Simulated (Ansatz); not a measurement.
C2H6OSiTe can be A, `[SiH3]O/C=C\[TeH]`, or B, `CC(=O)[Te][SiH3]`.

Gas-phase electronic energies from Ansatz, PBE0-D4/def2-TZVP geometries. CBS: MP2 limit from def2 TZ/QZ plus the TZ coupled-cluster correction, frozen cores. DFT in def2-TZVPP. B3LYP here is the variant with VWN-RPA as its local correlation; programs differ in this. Elements past krypton have def2 core potentials. For Te outer-core shells are correlated without core-valence functions, which leaves a few kJ/mol of doubt a bond. One conformer a species, not always the lowest.

A:

Z-matrix (Å, degrees):
```
Si
O 1 1.656
H 1 1.478 2 105.6
H 1 1.485 2 110.7 3 119.9
H 1 1.487 2 109.6 3 -119.9
C 2 1.354 1 124.7 3 168.3
C 6 1.326 2 123.2 1 164.1
H 6 1.090 2 116.2 1 -17.3
Te 7 2.083 6 126.4 2 -0.8
H 7 1.082 6 118.7 2 178.6
H 9 1.654 7 94.2 6 4.6
```

B:

Z-matrix (Å, degrees):
```
C
C 1 1.497
H 1 1.093 2 109.7
H 1 1.093 2 109.7 3 -118.1
H 1 1.091 2 109.5 3 120.9
O 2 1.189 1 125.1 3 -120.9
Te 2 2.189 1 117.0 3 59.1
Si 7 2.492 2 99.3 1 -0.0
H 8 1.484 7 106.0 2 180.0
H 8 1.486 7 111.5 2 -60.8
H 8 1.486 7 111.5 2 60.7
```

Q: Which isomer does CCSD(T)/CBS put lower? Give the gap. (Estimate.)

A: Ansatz gave: B, by 44.1 kJ/mol.

Q: Give E(B) − E(A) in kJ/mol with CCSD/def2-TZVPP, ωB97M-V, CCSD(T)/def2-TZVPP, PBE0-D4, B3LYP-D4, B3LYP, HF/def2-TZVPP. (Estimate.)

A: Ansatz gave: CCSD/def2-TZVPP -34.5, ωB97M-V -44.1, CCSD(T)/def2-TZVPP -40.6, PBE0-D4 -62.5, B3LYP-D4 -49.8, B3LYP -46.9, HF/def2-TZVPP -25.5. None reverses the order clearly.

Largest T1 diagnostic: 0.015.

In def2-TZVPP, CCSD(T) changes the Hartree–Fock value by −15.0 kJ/mol (the triples alone add −6.1 kJ/mol) and MP2 by −20.6 kJ/mol. From PBE to PBE0 (25 % exact exchange), in def2-TZVPP and without D4, E(B) − E(A) moves by +11.8 kJ/mol.
